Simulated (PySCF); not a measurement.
# Electronic structure of Er²⁺ (erbium, charge +2) at the LDA level

Configuration: [Xe] 4f11 6s1, one real determinant (an excited configuration). All numbers are calculated (PySCF 2.14, the spin-free X2C one-electron Hamiltonian (Gaussian nucleus), in ANO-RCC-VTZP (8s7p5d3f2g1h, 104 functions)).

```json
{
 "Total energy": "-13075.69 hartree",
 "One-electron energy": "-17881.50 hartree",
 "Hartree (Coulomb) energy": "5078.14 hartree",
 "Exchange-correlation energy": "-272.33 hartree",
 "⟨S²⟩": "6.0009",
 "⟨L²⟩": "34.004",
 "Sum of ⟨r⟩": "37.49 bohr",
 "Sum of ⟨r²⟩": "46.22 bohr²",
 "Traceless quadrupole moment −½Σ⟨3z² − r²⟩ along its main axis": "0.0201 e·bohr²",
 "Langevin diamagnetic susceptibility": "-36.6 ×10⁻⁶ cm³/mol"
}
```

| shell | electrons | mean orbital energy (hartree) | spread (hartree) | rms radius, mean of both spins (bohr) |
| --- | --- | --- | --- | --- |
| 1s α | 1 | -2100.69846 | 0 | 0.0231 |
| 1s β | 1 | -2100.69732 | 0 | 0.0231 |
| 2s α | 1 | -353.78002 | 0 | 0.0936 |
| 2s β | 1 | -353.77668 | 0 | 0.0936 |
| 2p α | 3 | -313.97709 | 0.00259 | 0.0843 |
| 2p β | 3 | -313.97441 | 0.00245 | 0.0843 |
| 3s α | 1 | -80.03920 | 0 | 0.241 |
| 3s β | 1 | -79.98838 | 0 | 0.241 |
| 3p α | 3 | -67.86403 | 0.01462 | 0.241 |
| 3p β | 3 | -67.81358 | 0.01140 | 0.241 |
| 3d α | 5 | -52.20371 | 0.01817 | 0.221 |
| 3d β | 5 | -52.16396 | 0.01160 | 0.221 |
| 4s α | 1 | -16.54033 | 0 | 0.540 |
| 4s β | 1 | -16.43701 | 0 | 0.540 |
| 4p α | 3 | -12.50849 | 0.02210 | 0.574 |
| 4p β | 3 | -12.40692 | 0.01563 | 0.574 |
| 4d α | 5 | -7.01314 | 0.03415 | 0.628 |
| 4d β | 5 | -6.91414 | 0.01721 | 0.628 |
| 5s α | 1 | -2.72580 | 0 | 1.31 |
| 5s β | 1 | -2.67753 | 0 | 1.31 |
| 5p α | 3 | -1.75530 | 0.00785 | 1.54 |
| 5p β | 3 | -1.71670 | 0.00545 | 1.54 |
| 4f α | 7 | -1.04172 | 0.04239 | 0.887 |
| 4f β | 4 | -0.95974 | 0.01811 | 0.887 |
| 6s α | 1 | -0.65228 | 0 | 3.53 |

⟨L²⟩ = 34.00 against 42 for a pure I term, so this real determinant mixes terms. Spin-orbit coupling, absent here, splits the open shell strongly.

Densities and radii are taken from the X2C orbitals without a picture-change correction, which distorts them close to the nucleus.
